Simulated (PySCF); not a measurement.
C2H5ClF2Si. Atoms are numbered in the order given.

```xyz
11

C     -2.4790    -0.2009     0.1959
C     -1.4184     0.8939     0.0327
Si     0.2752     0.2401    -0.2867
F      0.3071    -0.6294    -1.6440
F      1.3400     1.4333    -0.4795
Cl     0.9416    -0.9647     1.2303
H     -2.2402    -0.8641     1.0419
H     -2.5498    -0.8267    -0.7075
H     -3.4733     0.2333     0.3807
H     -1.3682     1.5355     0.9306
H     -1.6691     1.5676    -0.8072
```

The structure is a stationary point at r2SCAN-D4/def2-SVP. Other conformers were not sampled.

The numbers are results of PySCF with B3LYP/def2-TZVP, not measurements.

**Question.** Estimate the frontier levels, gap, dipole moment and polarisability. (An estimate is asked for; the answer gives what the named calculation found.)

**Answer.** 
```
Property                                                                                                       Result
---------------------------------------------------------------------------------------------  ----------------------
highest occupied level                                                                                       -9.10 eV
lowest empty level                                                                                            0.34 eV
orbital gap                                                                                                   9.45 eV
dipole moment                                                                                                  2.52 D
quadrupole, principal values (traceless, Buckingham form, about the centre of nuclear charge)  -2.64, -1.68, 4.32 D·Å
mean static polarisability                                                                       57.2 bohr³ (8.47 Å³)
polarisability, principal values                                                               50.1, 57.0, 64.4 bohr³
```
